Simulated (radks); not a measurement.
Results of a calculation; reference values are marked as such.
Valence configurations of Mn+ (all share [Ar]). Level of theory: scalar-relativistic Kohn-Sham, r2SCAN, spin-polarised, spherical densities, finite nucleus; open shells are filled with parallel spins first; meta-GGA in the generalised Kohn-Sham scheme; Fermi nuclear charge, rms radius 3.7057 fm (a radial shooting solver on a logarithmic mesh with Libxc functionals). Energies are relative to 3d5 4s1; eigenvalues in eV for spin up.

3d5 4s1: E (eV) 0.000; moment (Bohr magnetons) 6; e(3d) -16.779; e(4s) -12.895
3d5.5 4s0.5: E (eV) 1.447; moment (Bohr magnetons) 5; e(3d) -14.270; e(4s) -11.636
3d6: E (eV) 2.841; moment (Bohr magnetons) 4; e(3d) -12.042
3d4.5 4s1.5: E (eV) 3.969; moment (Bohr magnetons) 5; e(3d) -19.506; e(4s) -13.607
3d5 4p1: E (eV) 5.178; moment (Bohr magnetons) 6; e(3d) -18.086; e(4p) -8.308
3d4 4s2: E (eV) 8.274; moment (Bohr magnetons) 4; e(3d) -22.301; e(4s) -14.165
3d4 4s1 4p1: E (eV) 11.342; moment (Bohr magnetons) 6; e(3d) -23.406; e(4p) -9.780; e(4s) -15.628
3d3.5 4s2 4p0.5: E (eV) 15.817; moment (Bohr magnetons) 4; e(3d) -25.916; e(4p) -9.622; e(4s) -15.606
3d3 4s1 4p2: E (eV) 27.506; moment (Bohr magnetons) 6; e(3d) -30.517; e(4p) -11.711; e(4s) -18.187
3d2 4s1 4p3: E (eV) 49.120; moment (Bohr magnetons) 6; e(3d) -38.004; e(4p) -13.533; e(4s) -20.632

NIST lists [Ar] 3d5 4s1 as the ground configuration; this level of theory agrees among the configurations tried. The energies are those of spherical high-spin densities, not of single terms.
